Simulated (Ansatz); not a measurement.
A search over several starts for the lowest SCF solution of Be2Se at the given spin, in a small basis.

```yaml
crystal:
  periodic: [false, false, false]
  atoms:
    - {symbol: Be, position_ang: [0.429706, -1.011688, 0.312135]}
    - {symbol: Be, position_ang: [-0.600703, 0.011497, -0.971911]}
    - {symbol: Se, position_ang: [0.170987, 1.000181, 0.659776]}
basis:
  gaussian: {orbitals: def2-SVP}
magnetization: {spin_polarized: true, initial_magnetization: 0}
hamiltonian: {xc: pbe0, dispersion: d4}
output: {orbitals: {seedname: orbitals}}
```

```sh
$ ansatz run in.yaml --threads 4 --pin off --events-out ev --progress --plain --max-ram 3916MiB
```

Output, abridged:

```
Functional definition: PBE0
  name "PBE0"
  cite "Adamo & Barone, J. Chem. Phys. 110, 6158 (1999) doi:10.1063/1.478522"
  cite "Perdew, Burke & Ernzerhof, Phys. Rev. Lett. 77, 3865 (1996) doi:10.1103/PhysRevLett.77.3865"
  parent pbe
  parameter a = 0.25
  parameter kappa = 0.804
  parameter beta = 0.06672455060314922
  exchange = (1 - a)*pbe_x(kappa = kappa, mu = beta*pi^2/3) + a*exact_x
  correlation = pbe_c(beta = beta)
563 factors; integrals over basis functions are off by at most 2.3e-4 eV
mean field evaluation 1: about -66132.1614 eV, gradient 1.0e1 eV
mean field evaluation 2: about -66131.4188 eV, gradient 1.5e1 eV
mean field evaluation 4: about -66133.0467 eV, gradient 4.3e-1 eV
mean field evaluation 8: about -66133.1288 eV, gradient 2.6e-2 eV
mean field evaluation 16: about -66133.1288 eV, gradient 7.3e-5 eV
mean field evaluation 32: about -66132.1614 eV, gradient 1.0e1 eV
mean field -66133.15251058 eV, -2430.3485281030 hartree, gradient 2.5e-5 eV, S^2 0.247851; 5 other end points of the search recorded, 0 dependent functions left out
reference -66133.15253625 eV, -2430.3485290463 hartree; 21, 21 occupied and 29, 29 virtual orbitals, 563 factors
Total energy: -66133.19494549 eV, -2430.3500875572 hartree
```

Hardware: 4 threads of Intel Xeon Platinum 8259CL on a shared host. Wall time 1.6 s.

Other converged states that the search met: 0.02 eV higher (⟨S²⟩ = 0.00).

The unrestricted singlet has broken spin symmetry (⟨S²⟩ up to 0.25). The structure comes from a short search, and lower isomers may exist.
